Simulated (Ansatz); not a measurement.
`CO[Si]O` + H–F → `CO[Si]F` + H₂O at 700 K and 1 bar (ligand exchange at the Si–O bond).

Calculated with Ansatz (gas phase, PBE0-D4/def2-TZVP geometries, no zero-point term in ΔE). CCSD(T)/CBS adds triple-zeta CCSD(T) − MP2 to the extrapolated MP2 energy (def2 sets, frozen cores). This one scheme is used for every species. Each species was taken in one conformer, which may not be the lowest.

```json
{"species": "`CO[Si]O`", "CCSD(T)/CBS energy (Eh)": "-479.93637", "H − E (kJ/mol)": "207.7", "S (J/(mol·K))": "396.4"}
{"species": "H–F", "CCSD(T)/CBS energy (Eh)": "-100.39570", "H − E (kJ/mol)": "45.2", "S (J/(mol·K))": "198.5"}
{"species": "`CO[Si]F`", "CCSD(T)/CBS energy (Eh)": "-503.96814", "H − E (kJ/mol)": "171.6", "S (J/(mol·K))": "384.4"}
{"species": "H₂O", "CCSD(T)/CBS energy (Eh)": "-76.37941", "H − E (kJ/mol)": "80.5", "S (J/(mol·K))": "218.4"}
```

H − E and S are ideal-gas, rigid-rotor, harmonic terms from PBE0-D4/def2-TZVP, for one conformer and one mirror image of each species. 1 Eh = 2625.50 kJ/mol, R = 8.31446 J/(mol·K).

Task: By hand: ΔE, ΔH, ΔS and ΔG.

Result: ΔE = (-503.96814) + (-76.37941) − (-479.93637) − (-100.39570) = -0.01548 Eh = -40.6 kJ/mol. Δ(H − E) = 171.6 + 80.5 − 207.7 − 45.2 = -0.8, so ΔH = -41.4 kJ/mol. ΔS = 384.4 + 218.4 − 396.4 − 198.5 = 7.9 J/(mol·K). ΔG = -41.4 − 700 × (7.9)/1000 = -46.9 kJ/mol.

Task: By hand: the equilibrium constant, and the temperature at which ΔG would vanish if ΔH and ΔS stayed fixed.

Result: log₁₀ K = −ΔG/(RT ln 10) = 3.5. ΔH and −TΔS have one sign here, so there is no such temperature.

The number of gas molecules stays the same, so ΔS is small and ΔH decides. A doubt of 5 kJ/mol in ΔE shifts log₁₀ K by 0.4 here. Other conformers and mirror images would add mixing entropy, several J/(mol·K) or more a flexible species. These are equilibria of isolated gas molecules and say nothing of rates. Largest T1 diagnostic: 0.014 (customary marks: 0.02 for closed shells, 0.045 for open ones).

ΔS is within the doubt of such terms, so its sign, and with it that verdict, could turn.
